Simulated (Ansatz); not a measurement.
Calculated with Ansatz (gas phase, PBE0-D4/def2-TZVP geometries, no zero-point term in ΔE). CCSD(T)/CBS is the MP2 limit (def2-TZVPP, def2-QZVPP) plus CCSD(T) − MP2 in def2-TZVPP, frozen cores. DFT in def2-TZVPP. B3LYP here is the variant with VWN-RPA as its local correlation; programs differ in this. One conformer a species, not always the lowest.

`NCC[SiH2]N` → `CN(C)N[SiH3]`  (isomerisation)

`NCC[SiH2]N`:

Z-matrix (Å, degrees):
```
C
C 1 1.518
N 1 1.457 2 111.1
H 1 1.096 2 109.4 3 -118.5
H 1 1.102 2 109.0 3 125.5
Si 2 1.877 1 114.4 3 175.9
H 2 1.098 1 109.9 3 -62.0
H 2 1.097 1 109.4 3 54.2
H 3 1.013 1 110.8 2 178.1
H 3 1.013 1 110.0 2 60.1
N 6 1.720 2 116.6 1 61.1
H 6 1.490 2 108.2 1 -58.8
H 6 1.489 2 107.8 1 -178.1
H 11 1.006 6 121.0 2 -77.0
H 11 1.006 6 121.3 2 72.8
```

`CN(C)N[SiH3]`:

Cartesian coordinates in Å:
```
C 0.456 -0.832 1.298
N -0.675 -0.507 0.459
C -0.750 -1.356 -0.711
N -0.706 0.855 0.107
Si 0.547 1.784 -0.633
H 0.446 -0.196 2.184
H 0.381 -1.874 1.615
H 1.428 -0.702 0.789
H -0.825 -2.398 -0.391
H -1.640 -1.100 -1.285
H 0.129 -1.264 -1.372
H -1.488 1.327 0.530
H -0.062 3.121 -0.845
H 1.783 1.943 0.187
H 0.976 1.199 -1.932
```

```
             level  ΔE (kcal/mol)  difference from CCSD(T)/CBS
            PBE-D4           41.0                         -3.6
         r2SCAN-D4           43.1                         -1.5
          B3LYP-D4           41.0                         -3.6
            r2SCAN           43.2                         -1.4
              PBE0           43.2                         -1.4
             B3LYP           42.2                         -2.4
SCS-MP2/def2-TZVPP           43.8                         -0.8
     HF/def2-QZVPP           43.7                         -0.9
SCS-MP2/def2-QZVPP           44.6                          0.0
     MP2/CBS(def2)           46.6                          2.0
       CCSD(T)/CBS           44.6                            0
```

Largest T1 diagnostic among the species: 0.010.

The D4 term adds −1.3 kcal/mol with B3LYP and −0.7 kcal/mol with PBE0; it sums over pairs of atoms, weighted by their polarisabilities, and B3LYP, whose exchange is more repulsive, gets the larger term. From PBE to PBE0 (25 % exact exchange), in def2-TZVPP and without D4, ΔE moves by +1.5 kcal/mol.
